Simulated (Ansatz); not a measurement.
Basis-set extrapolation for `CO[B]N` radical (PBE0-D4/def2-TZVP geometry, frozen core, Ansatz 0.2.0). Multiplicity 2, UHF reference.

```
                     cc-pV(T+d)Z  cc-pV(Q+d)Z
                 HF  -194.875056  -194.889949
    MP2 correlation    -0.698399    -0.748520
CCSD(T) correlation    -0.753439    -0.799327
```

Energies in hartree. Use E(X) = E(∞) + A·exp(−5.46·√X) for Hartree–Fock and E(X) = E(∞) + B·X^(−3.05) for correlation, with X = 3 and 4.

**Question.** What is the CCSD(T) energy at the basis-set limit?

**Answer.** HF limit: -194.889949 + (-0.014893) × 0.30130 = -194.89444. Correlation limit: -0.799327 + (-0.045888) × 0.71189 = -0.83199. Total: -195.72643 hartree, 257.1 kJ/mol below CCSD(T)/cc-pV(T+d)Z.
